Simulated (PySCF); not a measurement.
F3Sb, SMILES [F][Sb-]([F])[F], charge -1, multiplicity 2. Geometry optimised at PBE-D3(BJ)/def2-SVPD. The def2 effective core potentials stand for the cores of Sb; spin–orbit coupling is left out.

Question: Give the equilibrium geometry at PBE-D3(BJ)/def2-SVPD (PySCF confirms it by a frequency run) as Cartesian coordinates in Å, and its point group. (The exact figures need the calculation; the answer reports its results.)

Answer: point group D3h.
```xyz
4

Sb     0.0000     0.0000     0.0000
F      2.1387     0.0000     0.0000
F     -1.0694    -1.8522     0.0000
F     -1.0694     1.8522     0.0000
```
Charge -1, spin multiplicity 2.
